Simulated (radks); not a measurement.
Values are calculated unless marked as measured or tabulated.
Spherical jellium clusters: N electrons in a uniform positive sphere of charge N and radius rs N^(1/3), rs = 2.79 bohr. Level of theory: non-relativistic Kohn-Sham, PBE, spin-polarised, spherical densities (a radial shooting solver with Libxc functionals). Levels are named by radial order and angular momentum (1s, 1p, 1d, 2s, ...), and open shells are averaged over m.

N = 39, configuration 1s2 1p6 1d10 2s2 1f14 2p(up 3, down 2). This is the lowest configuration that the search found. Occupied and some empty levels:

| level | occupation | eigenvalue (eV) | <r> (bohr) |
|---|---|---|---|
| 1s up | 1 | -8.4575 | 5.716 |
| 1s down | 1 | -8.3711 | 5.823 |
| 1p up | 3 | -7.3807 | 6.712 |
| 1p down | 3 | -7.3353 | 6.755 |
| 1d up | 5 | -5.9989 | 7.419 |
| 1d down | 5 | -5.9719 | 7.418 |
| 2s up | 1 | -5.2521 | 6.044 |
| 2s down | 1 | -5.1242 | 5.933 |
| 1f up | 7 | -4.3745 | 8.010 |
| 1f down | 7 | -4.3471 | 7.990 |
| 2p up | 3 | -3.4053 | 7.109 |
| 2p down | 2 | -3.2568 | 7.168 |
| 1g up | 0 | -2.5584 | 8.592 |
| 1g down | 0 | -2.5218 | 8.566 |
| 2d up | 0 | -1.5919 | 8.733 |
| 2d down | 0 | -1.4988 | 8.873 |
| 3s up | 0 | -1.3844 | 9.292 |
| 3s down | 0 | -1.3394 | 9.310 |

Energy (eV): total -60.1612, kinetic 129.90, external -5153.8, Hartree 2534.0, exchange-correlation -194.85, background 2624.7.
